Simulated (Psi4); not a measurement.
AsF3, triplet (typed; the unrestricted solution is spin-contaminated), geometry from GFN2-xTB (a higher spin typed on purpose: for a closed-shell molecule this is an excited state). Base run: HF/6-31G run with Psi4.

The Psi4 input:
```
memory 2 GB

molecule {
0 3
F    -1.75854617   -0.86921053    0.20925575
As    0.07555063   -0.21534643    0.07876260
F     1.94209977    0.34601691   -0.01789853
F    -0.46057259    1.31279719   -0.48015343
}

set {
  basis 6-31g
  reference uhf
  stability_analysis check
  scf_type pk
}

energy('scf')
print_variables()
```

The bond that is stretched is that between atoms 1 and 2. A test that says stable can miss a lower solution.

Variants of this job, named by their change:

```csv
change,ΔE vs base (kcal/mol),<S^2>,outcome
base,0.000,2.108,converged
stability_analysis = follow; reference = uhf,0.000,2.108,converged
bond × 1.25,-5.23,2.012,converged
stability_analysis = follow; reference = uhf; bond × 1.25,-5.23,2.012,converged
bond × 1.5,-9.29,2.006,converged
stability_analysis = follow; reference = uhf; bond × 1.5,-,-,not converged
bond × 1.8,-10.73,2.007,converged
stability_analysis = follow; reference = uhf; bond × 1.8,-,-,not converged
bond × 2.2,-11.03,2.007,converged
stability_analysis = follow; reference = uhf; bond × 2.2,-,-,not converged
bond × 3.0,-11.19,2.007,converged
stability_analysis = follow; reference = uhf; bond × 3.0,-,-,not converged
```

Psi4 reported an instability in these rows: bond × 1.5; stability_analysis = follow; reference = uhf; bond × 1.5; bond × 1.8; stability_analysis = follow; reference = uhf; bond × 1.8; bond × 2.2; stability_analysis = follow; reference = uhf; bond × 2.2; bond × 3.0; stability_analysis = follow; reference = uhf; bond × 3.0 (restricted rows aren't judged here).

On stretching, the SCF can end on different states; <S^2> shows the spin contamination of each.
